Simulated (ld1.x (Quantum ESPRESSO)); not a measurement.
# PBEsol TM dataset for cerium, scalar-relativistic all-electron reference.

ld1.x (Quantum ESPRESSO) 7.5 was run on this input:

```
&input
   title='Ce', zed=58., rel=1, dft='PBESOL', iswitch=3,
   config='[Xe] 4f1 5d2 6s1 6p0',
   nld=4, rlderiv=4.20, eminld=-2.0, emaxld=5.0, deld=0.02
 /
 &inputp
   pseudotype=2, tm=.true., lloc=1,
   nlcc=.true., new_core_ps=.true., rcore=0.85,
   file_pseudopw='Ce.UPF', file_wfcaegen='ae.wfc', file_wfcncgen='nc.wfc', file_beta='beta', file_chi='chi'
 /
4
6S  1  0   1.00   0.00  3.50  3.50  0.0
5D  3  2   2.00   0.00  3.85  3.85  0.0
4F  4  3   1.00   0.00  1.35  1.35  0.0
6P  2  1   0.00   0.00  3.65  3.65  0.0
 &test
   configts(1)='4f1 5d2 6s1 6p0'
 /
```

Command:

```bash
ld1.x < Ce.in > Ce.out
```

Output (shortened: banner, matrices, multipoles, cross overlaps and the repeated all-electron block are left out):

```
Program LD1 v.7.5
     --------------------------- All-electron run ----------------------------

     Ce
     scalar relativistic calculation

     atomic number is 58.00
     dft =PBESOL   lsd =0 sic =0 latt =0  beta=0.20 tr2=1.0E-14
     Exchange-correlation= PBESOL
                           (   1   4  10   8   0   0   0)
     mesh =1255 r(mesh) = 100.94310 a.u. xmin = -7.00 dx = 0.01250
     1 Ry =  13.60569312 eV, c = 137.03599908

     n l     nl                  e(Ry)          e(Ha)          e(eV)
     1 0     1S 1( 2.00)     -2958.4165     -1479.2083    -40251.3072
     2 0     2S 1( 2.00)      -473.6054      -236.8027     -6443.7300
     2 1     2P 1( 6.00)      -424.2023      -212.1012     -5771.5668
     3 0     3S 1( 2.00)      -101.8745       -50.9373     -1386.0738
     3 1     3P 1( 6.00)       -86.1649       -43.0825     -1172.3336
     4 0     4S 1( 2.00)       -20.5045       -10.2523      -278.9783
     4 1     4P 1( 6.00)       -15.3753        -7.6877      -209.1920
     3 2     3D 1(10.00)       -63.8374       -31.9187      -868.5515
     5 0     5S 1( 2.00)        -2.8683        -1.4341       -39.0250
     5 1     5P 1( 6.00)        -1.5988        -0.7994       -21.7526
     4 2     4D 1(10.00)        -7.9944        -3.9972      -108.7694
     4 3     4F 1( 1.00)        -0.2818        -0.1409        -3.8341
     5 2     5D 1( 2.00)        -0.1562        -0.0781        -2.1246
     6 0     6S 1( 1.00)        -0.2368        -0.1184        -3.2225
     6 1     6P 1( 0.00)        -0.0761        -0.0381        -1.0355

     final scf error:  3.0E-15 reached in  27 iterations

     Etot =  -17714.132608 Ry,   -8857.066304 Ha, -241013.052204 eV

     Ekin =   18774.739207 Ry,    9387.369603 Ha,  255443.340112 eV
     Encl =  -42923.421532 Ry,  -21461.710766 Ha, -584002.901157 eV
     Eh   =    6846.330142 Ry,    3423.165071 Ha,   93149.066936 eV
     Exc  =    -411.780425 Ry,    -205.890212 Ha,   -5602.558094 eV

     normalization and overlap integrals

     s(1S/1S) =  1.000000  <r> =   0.0246  <r2> =    0.0008  r(max) =   0.0158
     s(2S/2S) =  1.000000  <r> =   0.1052  <r2> =    0.0131  r(max) =   0.0887
     s(2P/2P) =  1.000000  <r> =   0.0924  <r2> =    0.0104  r(max) =   0.0717
     s(3S/3S) =  1.000000  <r> =   0.2788  <r2> =    0.0888  r(max) =   0.2534
     s(3P/3P) =  1.000000  <r> =   0.2768  <r2> =    0.0888  r(max) =   0.2502
     s(4S/4S) =  1.000000  <r> =   0.6374  <r2> =    0.4584  r(max) =   0.5928
     s(4P/4P) =  1.000000  <r> =   0.6750  <r2> =    0.5179  r(max) =   0.6154
     s(3D/3D) =  1.000000  <r> =   0.2537  <r2> =    0.0758  r(max) =   0.2049
     s(5S/5S) =  1.000000  <r> =   1.5211  <r2> =    2.6013  r(max) =   1.3697
     s(5P/5P) =  1.000000  <r> =   1.7719  <r2> =    3.5650  r(max) =   1.5520
     s(4D/4D) =  1.000000  <r> =   0.7445  <r2> =    0.6427  r(max) =   0.6551
     s(4F/4F) =  1.000000  <r> =   1.1197  <r2> =    1.6941  r(max) =   0.7061
     s(5D/5D) =  1.000000  <r> =   3.1708  <r2> =   12.4031  r(max) =   2.2301
     s(6S/6S) =  1.000000  <r> =   4.5092  <r2> =   23.1114  r(max) =   3.8174
     s(6P/6P) =  1.000000  <r> =   6.3443  <r2> =   46.5244  r(max) =   5.1529

     ------------------------ End of All-electron run ------------------------

     --------------------- Generating NC pseudopotential ---------------------

      Generating local pot.: lloc=1, matching radius rcloc =   3.6500

      Computing core charge for nlcc:

       r > 0.85 : true rho core
      Core charge pseudized with two Bessel functions
      Integrated core pseudo-charge :  35.47

      Wfc   6S  rcut= 3.542  Using Troullier-Martins method

      Wfc   5D  rcut= 3.817  Using Troullier-Martins method

      Wfc   4F  rcut= 1.336  Using Troullier-Martins method

     ------------------- End of pseudopotential generation -------------------

     Computing logarithmic derivative in   4.19262
     Computing logarithmic derivative in   4.19262
     Computing the partial wave expansion
     R is outside the sphere for l=    0 j= 0.00
       no projector for channel:   1
     R is outside the sphere for l=    2 j= 0.00
     R is outside the sphere for l=    3 j= 0.00

     ---------------------- Testing the pseudopotential ----------------------

     Ce
     scalar relativistic calculation

     atomic number is 58.00   valence charge is  4.00
     dft =PBESOL   lsd =0 sic =0 latt =0  beta=0.20 tr2=1.0E-14
     mesh =1255 r(mesh) = 100.94310 xmin = -7.00 dx = 0.01250

     n l     nl             e AE (Ry)        e PS (Ry)    De AE-PS (Ry)
     4 3     4F   1( 1.00)       -0.28180       -0.28178       -0.00002
     3 2     5D   1( 2.00)       -0.15616       -0.15616        0.00000
     1 0     6S   1( 1.00)       -0.23685       -0.23685        0.00000
     2 1     6P   1( 0.00)       -0.07611       -0.07611        0.00000

     eps = 1.6E-15  iter =  4

     Etot =  -17714.132608 Ry,   -8857.066304 Ha, -241013.052204 eV
     Etotps =  -105.960755 Ry,     -52.980377 Ha,   -1441.669510 eV

     Ekin =      23.254651 Ry,      11.627325 Ha,     316.395642 eV
     Encl =      -8.950578 Ry,      -4.475289 Ha,    -121.778821 eV
     Ehrt =       5.061298 Ry,       2.530649 Ha,      68.862468 eV
     Ecxc =    -104.405134 Ry,     -52.202567 Ha,   -1420.504208 eV
     (Ecc =    -100.250193 Ry,     -50.125097 Ha,   -1363.973363 eV)
     Epseu=     -20.920992 Ry,     -10.460496 Ha,    -284.644591 eV

     ---------------------- End of pseudopotential test ----------------------
```

Note: ghost state, extra bound levels that the all-electron valence spectrum of the same l lacks: s at -20.7 eV. A true bound ghost makes a file unfit for plane-wave use.

Generation and configuration tests took about 2 s on one core of a shared server CPU.

Transferability test of the new file with ld1.x, input:

```
&input
   title='Ce', zed=58., rel=1, dft='PBESOL', iswitch=2,
   config='[Xe] 4f1 5d2 6s1 6p0'
 /
 &test
   file_pseudo='Ce.UPF', nconf=8,
   configts(1)='4f1 5d2 6s1 6p0',
   configts(2)='4f1 5d1 6s2 6p0',
   configts(3)='4f1 5d1 6s1 6p0',
   configts(4)='4f1 5d1 6s0 6p0',
   configts(5)='4f1 5d0 6s0 6p0',
   configts(6)='4f1 5d1 6s1 6p1',
   configts(7)='4f1 5d2 6s0 6p0',
   configts(8)='4f1 5d1 6s0 6p2'
 /
```

```bash
ld1.x < Ce.test.in > Ce.test.out
```

Pseudopotential blocks of its output, shortened (energy terms left out; the distinct warnings before each block abridged to one line each):

```
     ---------------------- Testing the pseudopotential ----------------------

     n l     nl             e AE (Ry)        e PS (Ry)    De AE-PS (Ry)
     4 3     4F   1( 1.00)       -0.28180       -0.28178       -0.00002
     3 2     5D   1( 2.00)       -0.15616       -0.15616        0.00000
     1 0     6S   1( 1.00)       -0.23685       -0.23685        0.00000
     2 1     6P   1( 0.00)       -0.07611       -0.07611        0.00000

     eps = 4.5E-16  iter =  4

     Etot =  -17714.132608 Ry,   -8857.066304 Ha, -241013.052204 eV
     Etotps =  -105.960755 Ry,     -52.980377 Ha,   -1441.669512 eV

     ---------------------- End of pseudopotential test ----------------------

          Warning: n=4, l=3 expected 0 nodes, found 1
     ---------------------- Testing the pseudopotential ----------------------

     n l     nl             e AE (Ry)        e PS (Ry)    De AE-PS (Ry)
     4 3     4F   1( 1.00)       -0.39859       -0.44550        0.04691  !
     3 2     5D   1( 1.00)       -0.22586       -0.23635        0.01050  !
     1 0     6S   1( 2.00)       -0.27709       -0.27765        0.00056
     2 1     6P   1( 0.00)       -0.09807       -0.09777       -0.00030

     eps = 1.3E-15  iter = 11

     Etot =  -17714.199227 Ry,   -8857.099613 Ha, -241013.958600 eV
     Etotps =  -106.023075 Ry,     -53.011538 Ha,   -1442.517427 eV
     dEtot_ae =      -0.066619 Ry
     dEtot_ps =      -0.062321 Ry,   Delta E=      -0.004298 Ry

     ---------------------- End of pseudopotential test ----------------------

          ---------------------- Testing the pseudopotential ----------------------

     n l     nl             e AE (Ry)        e PS (Ry)    De AE-PS (Ry)
     4 3     4F   1( 1.00)       -0.83377       -0.88373        0.04996  !
     3 2     5D   1( 1.00)       -0.63096       -0.64664        0.01568  !
     1 0     6S   1( 1.00)       -0.62599       -0.62965        0.00366
     2 1     6P   1( 0.00)       -0.39981       -0.40541        0.00561  !

     eps = 2.2E-16  iter =  9

     Etot =  -17713.750676 Ry,   -8856.875338 Ha, -241007.855756 eV
     Etotps =  -105.572503 Ry,     -52.786252 Ha,   -1436.387080 eV
     dEtot_ae =       0.381932 Ry
     dEtot_ps =       0.388252 Ry,   Delta E=      -0.006320 Ry

     ---------------------- End of pseudopotential test ----------------------

          Warning: n=1, l=0 expected 0 nodes, found 1
     ---------------------- Testing the pseudopotential ----------------------

     n l     nl             e AE (Ry)        e PS (Ry)    De AE-PS (Ry)
     4 3     4F   1( 1.00)       -1.33911       -1.39281        0.05370  !
     3 2     5D   1( 1.00)       -1.08906       -1.11139        0.02234  !
     1 0     6S   1( 0.00)       -1.00138       -1.11070        0.10932  !
     2 1     6P   1( 0.00)       -0.72863       -0.75584        0.02721  !

     eps = 3.9E-16  iter =  7

     Etot =  -17712.939444 Ry,   -8856.469722 Ha, -240996.818376 eV
     Etotps =  -104.754923 Ry,     -52.377462 Ha,   -1425.263336 eV
     dEtot_ae =       1.193164 Ry
     dEtot_ps =       1.205832 Ry,   Delta E=      -0.012667 Ry

     ---------------------- End of pseudopotential test ----------------------

          ---------------------- Testing the pseudopotential ----------------------

     n l     nl             e AE (Ry)        e PS (Ry)    De AE-PS (Ry)
     4 3     4F   1( 1.00)       -2.10925       -2.23247        0.12322  !
     3 2     5D   1( 0.00)       -1.73585       -1.78142        0.04557  !
     1 0     6S   1( 0.00)       -1.50786       -1.86808        0.36022  !
     2 1     6P   1( 0.00)       -1.17120       -1.30546        0.13426  !

     eps = 5.4E-17  iter =  5

     Etot =  -17711.532899 Ry,   -8855.766449 Ha, -240977.681355 eV
     Etotps =  -103.314243 Ry,     -51.657121 Ha,   -1405.661884 eV
     dEtot_ae =       2.599709 Ry
     dEtot_ps =       2.646512 Ry,   Delta E=      -0.046802 Ry

     ---------------------- End of pseudopotential test ----------------------

          ---------------------- Testing the pseudopotential ----------------------

     n l     nl             e AE (Ry)        e PS (Ry)    De AE-PS (Ry)
     4 3     4F   1( 1.00)       -0.48192       -0.52333        0.04141  !
     3 2     5D   1( 1.00)       -0.29168       -0.30110        0.00941  !
     1 0     6S   1( 1.00)       -0.32288       -0.32261       -0.00027
     2 1     6P   1( 1.00)       -0.13730       -0.13662       -0.00068

     eps = 8.1E-15  iter = 10

     Etot =  -17714.016927 Ry,   -8857.008463 Ha, -241011.478282 eV
     Etotps =  -105.840057 Ry,     -52.920028 Ha,   -1440.027334 eV
     dEtot_ae =       0.115681 Ry
     dEtot_ps =       0.120698 Ry,   Delta E=      -0.005017 Ry

     ---------------------- End of pseudopotential test ----------------------

          ---------------------- Testing the pseudopotential ----------------------

     n l     nl             e AE (Ry)        e PS (Ry)    De AE-PS (Ry)
     4 3     4F   1( 1.00)       -0.68014       -0.67483       -0.00531  !
     3 2     5D   1( 2.00)       -0.52847       -0.53060        0.00213
     1 0     6S   1( 0.00)       -0.55525       -0.55803        0.00278
     2 1     6P   1( 0.00)       -0.34554       -0.34838        0.00284

     eps = 1.3E-15  iter =  9

     Etot =  -17713.739489 Ry,   -8856.869744 Ha, -241007.703547 eV
     Etotps =  -105.566406 Ry,     -52.783203 Ha,   -1436.304127 eV
     dEtot_ae =       0.393119 Ry
     dEtot_ps =       0.394349 Ry,   Delta E=      -0.001230 Ry

     ---------------------- End of pseudopotential test ----------------------

          ---------------------- Testing the pseudopotential ----------------------

     n l     nl             e AE (Ry)        e PS (Ry)    De AE-PS (Ry)
     4 3     4F   1( 1.00)       -0.55973       -0.58797        0.02824  !
     3 2     5D   1( 1.00)       -0.35132       -0.35600        0.00468
     1 0     6S   1( 0.00)       -0.36129       -0.35859       -0.00270
     2 1     6P   1( 2.00)       -0.16925       -0.16754       -0.00171

     eps = 6.6E-15  iter = 18

     Etot =  -17713.828160 Ry,   -8856.914080 Ha, -241008.909977 eV
     Etotps =  -105.651480 Ry,     -52.825740 Ha,   -1437.461616 eV
     dEtot_ae =       0.304448 Ry
     dEtot_ps =       0.309275 Ry,   Delta E=      -0.004827 Ry

     ---------------------- End of pseudopotential test ----------------------
```
